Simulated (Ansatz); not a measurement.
Li₆⁺, relaxed as a quartet with UKS PBE0/def2-TZVP in Ansatz, starting from the PBE0/def2-TZVP geometry of the charge +1 doublet. Force threshold 0.02 eV/Å.

At PBE0/def2-TZVP a doublet of charge 1 lies 0.40 eV below the quartet, each at its own geometry. The structure comes from a short search, and lower isomers may exist.

Start:

```
atom    x (Å)    y (Å)    z (Å)
 Li1   1.8808  -0.5898   1.4026
 Li2  -0.4528   1.9491   1.3664
 Li3   1.2865  -2.4809  -1.0407
 Li4  -0.9563  -0.8823   0.4360
 Li5   0.6200   0.5646  -1.0864
 Li6  -2.3782   1.4394  -1.0779
```

| step | energy (eV) | largest force component (eV/Å) | SCF passes |
| --- | --- | --- | --- |
| 1 | -1218.6812 | 0.424 | 37 |
| 2 | -1218.8961 | 0.135 | 36 |
| 3 | -1218.9547 | 0.083 | 37 |
| 4 | -1218.9994 | 0.092 | 37 |
| 5 | -1219.0419 | 0.093 | 36 |
| 6 | -1219.0798 | 0.081 | 35 |
| 7 | -1219.1203 | 0.051 | 34 |
| 8 | -1219.1311 | 0.040 | 34 |
| 9 (rejected) | -1219.1291 | 0.069 | 37 |
| 10 | -1219.1328 | 0.008 | 29 |

Force components are those of the run's own axes.

End:

```
atom   x (Å)   y (Å)   z (Å)
 Li1   1.685  -0.503   1.264
 Li2  -0.394   1.732   1.240
 Li3   0.401  -1.733  -1.233
 Li4  -1.303  -1.198   1.250
 Li5   1.296   1.191  -1.263
 Li6  -1.686   0.510  -1.258
```

Bonds lost: Li4–Li5 (atoms count from 1). Bonds formed: Li1–Li2, Li3–Li6 (atoms count from 1).

No frequencies were taken in this run, so the end may be a saddle point.

Hardware: 4 threads of Arm Neoverse V2 on a shared host. Wall time 14 s.
